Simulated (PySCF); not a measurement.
VOCl3, SMILES [O]=[V]([Cl])([Cl])[Cl], multiplicity 1.

The structure is a stationary point at PBE-D3(BJ)/def2-SVP. The multiplicity is an assumed one; other spin states were not compared.

Level of theory: TDDFT-PBE/def2-SVPD in PySCF.

Vertical excitations; the highest root listed may be one member of a degenerate set. Gas-phase values at a fixed geometry. State labels are in the subgroup Cs.

```
state  symmetry  energy (eV)  λ (nm)      f                                                main pairs
-----  --------  -----------  ------  -----  --------------------------------------------------------
S1           A"         3.04     408  0.000  HOMO−1→LUMO+1, HOMO→LUMO, HOMO−2→LUMO+1 (degenerate set)
S2           A'         3.04     408  0.000    HOMO−1→LUMO, HOMO→LUMO+1, HOMO−2→LUMO (degenerate set)
S3           A"         3.05     406  0.000                        HOMO→LUMO 50 %, HOMO−1→LUMO+1 50 %
S4           A'         3.07     404  0.001                        HOMO→LUMO+1 50 %, HOMO−1→LUMO 50 %
S5           A'         3.40     365  0.020                              HOMO−2→LUMO (degenerate set)
S6           A"         3.40     365  0.020                            HOMO−2→LUMO+1 (degenerate set)
S7           A'         3.66     338  0.004                            HOMO−3→LUMO+1 (degenerate set)
S8           A"         3.66     338  0.004                              HOMO−3→LUMO (degenerate set)
S9           A"         4.08     304  0.000                      HOMO−5→LUMO 50 %, HOMO−4→LUMO+1 50 %
S10          A'         4.24     293  0.000                      HOMO−4→LUMO 40 %, HOMO−5→LUMO+1 40 %
T1           A'         2.85     435      0    HOMO−2→LUMO, HOMO→LUMO+1, HOMO−1→LUMO (degenerate set)
T2           A"         2.85     435      0  HOMO−2→LUMO+1, HOMO−1→LUMO+1, HOMO→LUMO (degenerate set)
T3           A'         2.89     430      0                 HOMO−1→LUMO, HOMO→LUMO+1 (degenerate set)
T4           A"         2.89     429      0                 HOMO→LUMO, HOMO−1→LUMO+1 (degenerate set)
```
Triplets are in the Tamm–Dancoff approximation, which puts them higher than full response would, so one can lie above its singlet here.
